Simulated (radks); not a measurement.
Spherical quantum dot in the effective-mass picture: electrons in a hard-walled sphere of radius 4.71, with a point charge +1 (a donor) at the centre, all in effective atomic units (hartree* = m*/eps^2 hartree, bohr* = eps/m* bohr), one dielectric constant everywhere. Calculated with a radial shooting solver with Libxc functionals: non-relativistic Kohn-Sham, LDA (Slater exchange, Perdew-Wang correlation), spin-polarised, spherical densities. Levels are named by radial order and angular momentum (1s, 1p, 1d, 2s, ...), and open shells are averaged over m. Each electron was tried in the lowest free levels, single moves between levels near the top were tried too, and the lowest total energy was kept; such a search can miss a lower state. At N = 1 the Hartree and exchange-correlation terms need not cancel, so that row can carry a self-interaction error.

| N | open shells | 2S | mu = E(N) - E(N-1) (hartree*) | addition energy mu(N+1) - mu(N) (hartree*) | e(HOMO) (hartree*) | rms radius (bohr*) |
|---|---|---|---|---|---|---|
| 1 | 1s(up 1, down 0) | 1 | -0.47072 | 0.5209 | -0.24807 | 1.659 |
| 2 | none | 0 | 0.050196 | 0.6539 | 0.22178 | 1.998 |
| 3 | 1p(up 1, down 0) | 1 | 0.70413 | 0.2621 | 0.83278 | 2.407 |
| 4 | 1p(up 2, down 0) | 2 | 0.96621 | 0.2698 | 1.1006 | 2.611 |
| 5 | 1p(up 3, down 0) | 3 | 1.2360 | 0.3390 | 1.3716 | 2.743 |
| 6 | 1p(up 3, down 1) | 2 | 1.5751 | 0.2563 | 1.7019 | 2.842 |
| 7 | 1p(up 3, down 2) | 1 | 1.8313 | 0.2612 | 1.9615 | 2.918 |
| 8 | none | 0 | 2.0925 | 0.5043 | 2.2238 | 2.980 |
| 9 | 1d(up 1, down 0) | 1 | 2.5968 | 0.2531 | 2.7231 | 3.045 |
| 10 | 1d(up 2, down 0) | 2 | 2.8499 | 0.2543 | 2.9769 | 3.098 |
| 11 | 1d(up 3, down 0) | 3 | 3.1042 | 0.2548 | 3.2315 | 3.143 |
| 12 | 1d(up 4, down 0) | 4 | 3.3590 | 0.2551 | 3.4865 | 3.182 |
| 13 | 1d(up 5, down 0) | 5 | 3.6141 | 0.3199 | 3.7417 | 3.217 |
| 14 | 1d(up 5, down 1) | 4 | 3.9339 | 0.2490 | 4.0582 | 3.247 |
| 15 | 1d(up 5, down 2) | 3 | 4.1829 | 0.2501 | 4.3078 | 3.275 |
| 16 | 1d(up 5, down 3) | 2 | 4.4330 | 0.2507 | 4.5582 | 3.300 |
| 17 | 1d(up 5, down 4) | 1 | 4.6837 | 0.2511 | 4.8092 | 3.322 |
| 18 | none | 0 | 4.9348 | 0.3631 | 5.0604 | 3.343 |
| 19 | 2s(up 1, down 0) | 1 | 5.2979 | 0.4292 | 5.4832 | 3.334 |
| 20 | 2s(up 1, down 0) 1f(up 1, down 0) | 2 | 5.7271 | 0.2471 | 5.8506 | 3.355 |
| 21 | 2s(up 1, down 0) 1f(up 2, down 0) | 3 | 5.9742 | 0.2473 | 6.0978 | 3.374 |
| 22 | 2s(up 1, down 0) 1f(up 3, down 0) | 4 | 6.2215 | 0.2474 | 6.3452 | 3.393 |
| 23 | 2s(up 1, down 0) 1f(up 4, down 0) | 5 | 6.4689 | 0.2475 | 6.5926 | 3.410 |
| 24 | 2s(up 1, down 0) 1f(up 5, down 0) | 6 | 6.7163 | 0.2475 | 6.8401 | 3.425 |
| 25 | 2s(up 1, down 0) 1f(up 6, down 0) | 7 | 6.9638 | 0.2474 | 7.0875 | 3.440 |
| 26 | 2s(up 1, down 0) 1f(up 7, down 0) | 8 | 7.2112 | 0.3099 | 7.3349 | 3.454 |
| 27 | 2s(up 1, down 0) 1f(up 7, down 1) | 7 | 7.5211 | 0.2442 | 7.6432 | 3.467 |
| 28 | 2s(up 1, down 0) 1f(up 7, down 2) | 6 | 7.7653 | 0.2445 | 7.8875 | 3.480 |
| 29 | 2s(up 1, down 0) 1f(up 7, down 3) | 5 | 8.0098 | 0.2447 | 8.1321 | 3.492 |
| 30 | 2s(up 1, down 0) 1f(up 7, down 4) | 4 | 8.2545 | 0.2448 | 8.3769 | 3.503 |
| 31 | 2s(up 1, down 0) 1f(up 7, down 5) | 3 | 8.4993 | 0.2449 | 8.6217 | 3.514 |
| 32 | 2s(up 1, down 0) 1f(up 7, down 6) | 2 | 8.7442 | 0.2449 | 8.8808 | 3.524 |
| 33 | 2s(up 1, down 0) | 1 | 8.9891 | 0.4474 | 9.1409 | 3.534 |
| 34 | none | 0 | 9.4365 | 0.3777 | 9.6194 | 3.519 |
| 35 | 1g(up 1, down 0) | 1 | 9.8142 | 0.2424 | 9.9354 | 3.530 |
| 36 | 1g(up 2, down 0) | 2 | 10.057 | 0.2425 | 10.178 | 3.540 |
| 37 | 1g(up 3, down 0) | 3 | 10.299 | 0.2425 | 10.420 | 3.550 |
| 38 | 1g(up 4, down 0) | 4 | 10.542 | - | 10.663 | 3.559 |

All shells are closed at N = 2, 8, 18, 34 (there: 1s2 1p6 1d10 2s2 1f14); the second difference of the energy has clear peaks (12 % above both neighbours; the first and last values, which can be the largest, are not judged, and half-filled shells can peak too) at N = 2, 5, 8, 13, 19, 26, 33.
